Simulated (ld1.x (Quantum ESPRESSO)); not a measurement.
# Varying the ultrasoft potential for Rh (Z = 45)

Base potential:

| Property | Result |
| --- | --- |
| Element | Rh (Z = 45) |
| Generator | ld1.x (Quantum ESPRESSO) 7.5 |
| Type | ultrasoft |
| Functional | PBE |
| Relativity | scalar-relativistic |
| Frozen core | [Kr] |
| Valence charge | 9 |
| Reference configuration | 4d9 5s0 5p0 |
| Partial waves | 5s (bound, empty): rcut 0.80, rcutus 1.00 bohr; 5s channel at 2.15 Ry: rcut 0.80, rcutus 1.00 bohr; 5p (bound, empty): rcut 1.45, rcutus 1.50 bohr; 5p channel at 0.35 Ry: rcut 1.45, rcutus 1.50 bohr; 4d (bound): rcut 1.80, rcutus 2.20 bohr; 4d channel at 4.85 Ry: rcut 1.80, rcutus 2.20 bohr |
| Local potential | all-electron potential smoothed inside 1.45 bohr (lloc = -1) |
| Core correction | a·sin(br)/r model core inside 0.60 bohr |
| Augmentation charge | PSQ, inside the norm-conserving radii |

Cutoffs, loose and tight: the cutoffs (Ry, on a coarse ladder) from which the occupation-weighted sum of valence levels, in a spherical-Bessel basis at the reference potential, stays within 10 and 1 mRy of its value at 400 Ry. They do not see the model core or the augmentation charge, which bear on the density cutoff. Test errors are all-electron minus pseudo excitation energies from the reference, over the configurations 4d8 5s1 5p0; 4d8 5s0 5p0; 4d7 5s0 5p0; 4d7 5s1 5p0; 4d5 5s0 5p0; 4d7 5s1 5p1; 4d8.5 5s0.5 5p0. A dash means not determined; rows that change the core or the reference have their own tests. The largest error is taken over the tests solved by every variant that gives reliable tests at all: 4d5 5s0 5p0; 4d7 5s0 5p0; 4d8 5s0 5p0.

For the base: The cutoffs count occupied waves only; the empty 5s level needs 30 Ry at the loose tolerance.

A true bound ghost makes a file unfit for plane-wave use even where its test errors are small: the radial tests pick states by their node count and pass the ghost by. Where a test does run into it, the solver fails or the error is huge.

For the base: The 5s radius (1.00 bohr) lies inside the outermost node of the all-electron wave (1.20 bohr), which a nodeless pseudo-wave cannot match soundly.

```csv
change,outcome,"cutoff, loose","cutoff, tight",bound ghosts,largest test error (meV)
base,generated,21 Ry,35 Ry,"s, p",-1216
"wave 5s channel at 2.15 Ry: rcut 0.80, rcutus 1.00 bohr becomes 5s channel at 0.04 Ry: rcut 0.80, rcutus 1.00 bohr",generated,21 Ry,35 Ry,"s, p",-1216
type RRKJ; waves now 5s (bound): rc 1.00 bohr; 4d (bound): rc 2.20 bohr; 5p (bound): rc 1.50 bohr; local potential the p channel; rho0 0.02,failed: compute_phi: phi has nodes before r_c,–,–,–,–
"all radii but the core radius scaled by about 0.78 (s 0.78, p 1.18, d 1.72 bohr, rcut 0.62/1.14/1.40); local potential all-electron potential smoothed inside 1.14 bohr (lloc = -1)",failed: chargeps: negative rho,–,–,–,–
reference 4d8 5s0.75 5p0,failed: run_pseudo: Errors in PS-KS equation,–,–,–,–
functional PBEsol,generated,21 Ry,35 Ry,"s, p",-1211
core correction a·sin(br)/r model core inside 1.02 bohr,generated,21 Ry,35 Ry,"s, p",-1220
"augmentation PSQ, radius 0.70 bohr",failed: chargeps: negative rho,–,–,–,–
```

Q: What comes out with this change to the base: waves 4d (bound): rcut 1.80, rcutus 3.14 bohr; 4d channel at 4.85 Ry: rcut 1.80, rcutus 3.14 bohr?

A: outcome: generated; cutoff, loose: 10 Ry; cutoff, tight: 18 Ry; bound ghosts: s, p; largest test error (meV): test run stopped at test 1 of 7 (negative rho).

Q: What comes out with this change to the base: waves 5p (bound): rcut 1.32, rcutus 1.40 bohr; 5p channel at 0.35 Ry: rcut 1.32, rcutus 1.40 bohr?

A: outcome: failed: find_q: problem finding q. Cause: no Bessel wave vectors were found that match the logarithmic derivative at the chosen radius.

Q: What comes out with this change to the base: core [Ar] 3d10, valence charge 17; reference 4s2 4p6 4d8 5s1 5p0; waves now 4s (bound): rcut 1.45, rcutus 1.80 bohr; 5s (bound): rcut 1.45, rcutus 1.80 bohr; 4p (bound): rcut 1.50, rcutus 1.90 bohr; 5p (bound): rcut 1.50, rcutus 1.90 bohr; 4d (bound): rcut 1.10, rcutus 1.40 bohr; 4d channel at 4.85 Ry: rcut 1.10, rcutus 1.40 bohr; local potential all-electron potential smoothed inside 1.65 bohr (lloc = -2); core correction Bessel-smoothed model core inside 0.85 bohr?

A: outcome: generated; cutoff, loose: 50 Ry; cutoff, tight: 90 Ry; bound ghosts: none; largest test error (meV): -27.
